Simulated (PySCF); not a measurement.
Ga(H)2(Me) (CH5Ga), SMILES [CH3][GaH2].

Geometry optimised at TPSSh-D3(BJ)/def2-TZVP.

Calculation: TDA-PBE0/def2-SVPD run with PySCF 2.14.0.

Vertical excitations. Isolated molecule, no solvent.

Computed lowest excited states:
```json
[
 {"state": "S1", "energy (eV)": "5.14", "λ (nm)": "241", "f": "0.002", "main pairs": "HOMO→LUMO 100 %"},
 {"state": "S2", "energy (eV)": "5.30", "λ (nm)": "234", "f": "0.000", "main pairs": "HOMO−1→LUMO 100 %"},
 {"state": "S3", "energy (eV)": "7.36", "λ (nm)": "169", "f": "0.055", "main pairs": "HOMO→LUMO+1 99 %"},
 {"state": "S4", "energy (eV)": "7.56", "λ (nm)": "164", "f": "0.048", "main pairs": "HOMO−1→LUMO+1 98 %"},
 {"state": "S5", "energy (eV)": "7.99", "λ (nm)": "155", "f": "0.238", "main pairs": "HOMO→LUMO+2 86 %"},
 {"state": "S6", "energy (eV)": "8.03", "λ (nm)": "154", "f": "0.145", "main pairs": "HOMO−1→LUMO+2 90 %"},
 {"state": "S7", "energy (eV)": "8.35", "λ (nm)": "149", "f": "0.073", "main pairs": "HOMO→LUMO+3 94 %"},
 {"state": "S8", "energy (eV)": "8.47", "λ (nm)": "146", "f": "0.001", "main pairs": "HOMO−3→LUMO 99 %"},
 {"state": "S9", "energy (eV)": "8.62", "λ (nm)": "144", "f": "0.173", "main pairs": "HOMO−2→LUMO 84 %"},
 {"state": "S10", "energy (eV)": "8.67", "λ (nm)": "143", "f": "0.110", "main pairs": "HOMO−1→LUMO+3 62 %, HOMO→LUMO+5 17 %"},
 {"state": "T1", "energy (eV)": "4.74", "λ (nm)": "261", "f": "0", "main pairs": "HOMO→LUMO 99 %"},
 {"state": "T2", "energy (eV)": "4.77", "λ (nm)": "260", "f": "0", "main pairs": "HOMO−1→LUMO 99 %"},
 {"state": "T3", "energy (eV)": "6.85", "λ (nm)": "181", "f": "0", "main pairs": "HOMO→LUMO+1 53 %, HOMO→LUMO+2 42 %"},
 {"state": "T4", "energy (eV)": "7.01", "λ (nm)": "177", "f": "0", "main pairs": "HOMO−1→LUMO+2 71 %, HOMO−1→LUMO+3 18 %"}
]
```
Triplets are in the Tamm–Dancoff approximation.
